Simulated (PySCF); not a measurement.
Predicted microwave data (PBE0/pcSseg-1 in PySCF (dipole) on a GFN2-xTB geometry, gas phase) for one isomer of C6H10F3OP:

| Quantity | Value |
| --- | --- |
| Rotational constants | A = 1594, B = 771.0, C = 631.8 MHz |
| Dipole components | \|μa\| = 3.18 D, \|μb\| = 2.64 D, \|μc\| = 3.20 D |
| Inertial defect | -172.58 u·Å² |
| κ | -0.71 |

Problem. Which candidate fits, each taken in the one conformer that was computed?
A. `[CH2:1]=[C:2]([CH3:3])[P@@:4](=[O:5])([CH2:6][CH3:7])[C:8]([F:9])([F:10])[F:11]` with C1–C2–P4–O5 4°, C2–P4–C6–C7 -177°
B. `[CH3:1][P@:2](=[O:3])([CH2:4][C:5]([F:6])([F:7])[F:8])[CH:9]1[CH2:10][CH2:11]1` with C1–P2–C4–C5 -41°, C1–P2–C9–C10 -98°
C. `[O:1]=[P@@H:2]1[CH2:3][CH2:4][CH2:5][CH2:6][C@@H:7]1[C:8]([F:9])([F:10])[F:11]` with O1–P2–C3–C4 -66°, P2–C3–C4–C5 -64°, C3–C4–C5–C6 66°, C4–C5–C6–C7 -65°
D. `[CH3:1]/[CH:2]=[CH:3]\[P@:4](=[O:5])([CH2:6][CH3:7])[C:8]([F:9])([F:10])[F:11]` with C2–C3–P4–O5 -24°, C3–P4–C6–C7 177°
E. `[CH3:1][CH2:2][P@@:3]1(=[O:4])[CH2:5][CH2:6][C@@H:7]1[C:8]([F:9])([F:10])[F:11]` with C1–C2–P3–O4 54°, C2–P3–C5–C6 90°, P3–C5–C6–C7 14°, C5–C6–C7–C8 96°, C2–P3–C7–C6 -95°
F. `[O:1]=[P@@H:2]([CH2:3][C:4]([F:5])([F:6])[F:7])[CH:8]1[CH2:9][CH2:10][CH2:11]1` with O1–P2–C3–C4 -53°, O1–P2–C8–C9 -42°, P2–C8–C9–C10 99°, C8–C9–C10–C11 11°, C9–C10–C11–C8 -11°, P2–C8–C11–C10 -100°

Solution. C. It is O=[P@@H]1CCCC[C@@H]1C(F)(F)F, an asymmetric top, point group C1. The candidates at the same level (rigid rotor, commonest isotopes):

| SMILES | A (MHz) | B (MHz) | C (MHz) | μa (D) | μb (D) | μc (D) | Δ (u·Å²) | point group | rotor |
| --- | --- | --- | --- | --- | --- | --- | --- | --- | --- |
| C[P@](=O)(CC(F)(F)F)C1CC1 | 1584 | 646.7 | 576.5 | 0.03 | 1.33 | 1.63 | -223.82 | C1 | asymmetric top |
| O=[P@@H](CC(F)(F)F)C1CCC1 | 2464 | 487.8 | 481.1 | 2.67 | 3.82 | 2.11 | -190.66 | C1 | near-prolate asymmetric top |
| C/C=C\[P@](=O)(CC)C(F)(F)F | 1201 | 826.7 | 650.1 | 1.10 | 1.32 | 3.29 | -254.90 | C1 | asymmetric top |
| CC[P@@]1(=O)CC[C@@H]1C(F)(F)F | 1502 | 743.8 | 670.0 | 2.56 | 2.86 | 3.91 | -261.61 | C1 | asymmetric top |
| C=C(C)[P@@](=O)(CC)C(F)(F)F | 1099 | 906.7 | 741.8 | 2.03 | 1.14 | 3.60 | -336.01 | C1 | asymmetric top |
| O=[P@@H]1CCCC[C@@H]1C(F)(F)F | 1594 | 771.0 | 631.8 | 3.18 | 2.64 | 3.20 | -172.58 | C1 | asymmetric top |

`C[P@](=O)(CC(F)(F)F)C1CC1` has B 16 % too low; `CC[P@@]1(=O)CC[C@@H]1C(F)(F)F` has C 6 % too high; `C=C(C)[P@@](=O)(CC)C(F)(F)F` has A 31 % too low; `O=[P@@H](CC(F)(F)F)C1CCC1` has A 55 % too high; `C/C=C\[P@](=O)(CC)C(F)(F)F` has A 25 % too low. No structure here is proved a minimum.
